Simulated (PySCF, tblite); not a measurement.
Species: C₆H₁₁OP.
Structure used (GFN2-xTB), in Å, numbered top down from 1:
```xyz
19
C6H11OP angstrom
C      3.718    1.067   -0.079
C      2.492    0.355    0.185
C      1.457   -0.215    0.422
P      0.014   -1.191    0.704
O      0.170   -2.614    0.398
C     -1.346   -0.340   -0.192
C     -1.436    1.124    0.209
C     -2.624   -1.112    0.107
H      3.498    2.067   -0.455
H      4.303    0.527   -0.823
H      4.300    1.152    0.838
H     -0.256   -0.929    2.048
H     -1.108   -0.424   -1.261
H     -2.235    1.621   -0.338
H     -1.642    1.214    1.274
H     -0.499    1.635   -0.002
H     -3.467   -0.707   -0.451
H     -2.496   -2.160   -0.162
H     -2.853   -1.060    1.172
```

Method used: PBE0/pcSseg-1 in PySCF (dipole) on a GFN2-xTB geometry, gas phase.

Take the most abundant isotopes and a rigid rotor. The values belong to one conformer with, in the numbering `[CH3:1][C:2]#[C:3][P@H:4](=[O:5])[CH:6]([CH3:7])[CH3:8]`, C3–P4–C6–C7 -53°.

Give the principal moments of inertia and the rotational constants in MHz.

Ia = 176.63, Ib = 525.43, Ic = 666.60 u·Å²; 505379 MHz·u·Å²/I gives A = 2861, B = 961.8, C = 758.1 MHz.

What kind of rotor is it?

An asymmetric top. Ray's parameter κ = (2B − A − C)/(A − C) = -0.806; −1 is the prolate and +1 the oblate limit.

Is it planar, by Δ = Ic − Ia − Ib?

Not planar: Δ = Ic − Ia − Ib = -35.46 u·Å². For a rigid frame Δ = −2 Σ m c², so Σ m c² = 17.73 u·Å² lies off the ab plane: 10.16 from hydrogen and 7.57 from heavier atoms. The atom farthest from that plane is 1.68 Å away.

Where do the levels up to J = 5 lie, in MHz?

Above 0(0,0):
J = 1: 1(0,1) 1720, 1(1,1) 3619, 1(1,0) 3823
J = 2: 2(0,2) 5144, 2(1,2) 6856, 2(1,1) 7467, 2(2,1) 13165, 2(2,0) 13180
J = 3: 3(0,3) 10243, 3(1,3) 11701, 3(1,2) 12922, 3(2,2) 18325, 3(2,1) 18402, 3(3,1) 28340, 3(3,0) 28340
J = 4: 4(0,4) 16973, 4(1,4) 18144, 4(1,3) 20176, 4(2,3) 25192, 4(2,2) 25419, 4(3,2) 35249, 4(3,1) 35254, 4(4,1) 49230, 4(4,0) 49230
J = 5: 5(0,5) 25286, 5(1,5) 26174, 5(1,4) 29209, 5(2,4) 33758, 5(2,3) 34271, 5(3,3) 43895, 5(3,2) 43915, 5(4,2) 57865, 5(4,1) 57865, 5(5,1) 75843, 5(5,0) 75843
The levels of one J sum to (2J + 1)J(J + 1)(A + B + C)/3.

Which lines would a microwave search look for?

The dipole components are |μa| = 1.93 D, |μb| = 4.23 D, |μc| = 0.55 D. Intensities carry the squares of the components, which stand as 0.21 : 1.00 : 0.02 (a : b : c). Some lines, for components of 0.1 D or more:

```csv
type,branch,"J(Ka,Kc)",MHz,lower level (cm⁻¹)
c,Q,"5(1,5) ← 5(0,5)",888,0.843
c,Q,"4(1,4) ← 4(0,4)",1171,0.566
c,Q,"3(1,3) ← 3(0,3)",1458,0.342
c,Q,"2(1,2) ← 2(0,2)",1711,0.172
c,Q,"5(2,4) ← 5(1,4)",4549,0.974
a,R,"3(1,3) ← 2(1,2)",4845,0.229
a,R,"3(0,3) ← 2(0,2)",5098,0.172
c,R,"2(1,1) ← 1(0,1)",5747,0.057
b,Q,"4(2,3) ← 4(1,4)",7048,0.605
b,R,"5(0,5) ← 4(1,4)",7142,0.605
a,R,"5(4,2) ← 4(4,1)",8634,1.642
b,Q,"4(3,1) ← 4(2,2)",9834,0.848
b,Q,"3(3,1) ← 3(2,2)",10015,0.611
c,R,"5(1,4) ← 4(0,4)",12237,0.566
b,R,"4(2,2) ← 3(1,3)",13719,0.390
c,R,"3(3,0) ← 2(2,0)",15160,0.440
b,R,"5(3,3) ← 4(2,2)",18475,0.848
b,R,"5(4,2) ← 4(3,1)",22611,1.176
```

Estimate the classical rotational partition function at 25 K, 298.15 K and 500 K.

Point group C1, symmetry number σ = 1; q = (√π/σ)·√((kT/h)³/(ABC)), k/h = 20836.6 MHz/K: 14600 at 25 K, 601000 at 298.15 K, 1300000 at 500 K.

Its GFN2-xTB frequencies are all real (lowest 29 cm⁻¹). Constants of a rigid frame at the computed geometry: no zero-point averaging, no centrifugal distortion. A rigid rotor knows nothing of internal rotation, which can split or shift real lines.

Cost: about 2.1 min of CPU time on one thread (with the writing of density and orbital grids); the machine was shared, so the figure is rough. This is the PBE0/pcSseg-1 job that gave the dipole, with the shieldings it also computed.
